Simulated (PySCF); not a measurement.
## Electron correlation in B (boron, neutral)

[He] 2s2 2p1, 2P determinant. Calculation: PySCF 2.14, in Sapporo-DZP-2012 (4s3p1d, 18 functions); scalar relativity by spin-free X2C-1e. Frozen: 1s2; 3 electrons correlated.

MP2 pair energies summed by pair of shells (mhartree):

```csv
pair,energy,share (%)
2s-2s,-22.41,58.4
2s-2p,-15.99,41.6
```

Total MP2 correlation energy: -38.40 mhartree.

Same-spin part -2.80 and opposite-spin part -35.60 mhartree; SCS-MP2 scales them by 1/3 and 6/5 to -43.66 mhartree.

| level | correlation energy (mhartree) |
| --- | --- |
| CCSD | -61.18 |
| (T) | -0.90 |
| CCSD(T) | -62.08 |

Diagnostics: T1 = 0.013, D1 = 0.0250, largest double amplitude 0.130.

Cost of the coupled-cluster step: 0.08 s of wall time on 1 thread of Neoverse-V2 (shared host), for 3 correlated electrons.
